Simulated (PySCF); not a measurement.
# Telling isomers of C6H8NPSi apart by NMR

One averaged value for each set of equivalent atoms, one conformer, no solvent model, non-relativistic. NMR shieldings at PBE0/pcSseg-1/GIAO; geometry: GFN2-xTB; PySCF.

Shifts are taken against calculated references (same method and geometry level): TMS for ¹H and ¹³C. Splittings of carbon signals by F and P are missing where no couplings were computed. Where no couplings were computed, multiplicities follow the n + 1 count of equivalent neighbours, and m marks all less simple cases (inequivalent or close neighbours, rings, F or P nearby). Shifts are as computed. Against solution values, carbons near 30 ppm lie about +3 ppm off and those near 130 ppm about +5 ppm. Of 1211 compounds with measured shifts, 218 miss one by over three times the rms of a fit or turn the order of signals round; such compounds aren't used in these exercises.

(1) Tabulate the signals of `C#Cc1cpc([SiH3])n1C`, `[SiH3]/C=P/c1cccnc1` and their relative energies.

(2) What is the quickest way to tell C#Cc1cpc([SiH3])n1C from [SiH3]/C=P/c1cccnc1?

## Answers

(1) 
| SMILES | carbon types | δC | δH | E rel. (kcal/mol) |
| --- | --- | --- | --- | --- |
| C#Cc1cpc([SiH3])n1C | 3×C 2×CH 1×CH3 | 164.7, 150.7, 133.9, 94.4, 80.2, 38.7 | 8.05 (m, 1H), 4.68 (m, 3H), 4.15 (s, 3H), 3.37 (s, 1H) | 23.3 |
| [SiH3]/C=P/c1cccnc1 | 1×C 5×CH | 205.1, 156.4, 155.5, 154.4, 142.6, 126.7 | 9.61 (m, 1H), 9.05 (m, 1H), 8.99 (d, 1H), 8.02 (m, 1H), 7.40 (m, 1H), 4.55 (m, 3H) | 0.0 |

Energies are electronic energies at PBE0/pcSseg-1 on these geometries, without zero-point or thermal terms, each for the one conformer computed, which needn't be the lowest.

(2) Both give the same number of carbon signals, but DEPT or the intensities differ. The first has an alkyne carbon (C) at 80.2 ppm, the second a carbon double-bonded to a heavier main-group atom (CH) at 205.1 ppm. Their most deshielded carbons lie at 164.7 and 205.1 ppm. In the proton spectra the most deshielded non-exchanging signals are 8.05 (m, 1H) and 9.61 (m, 1H).
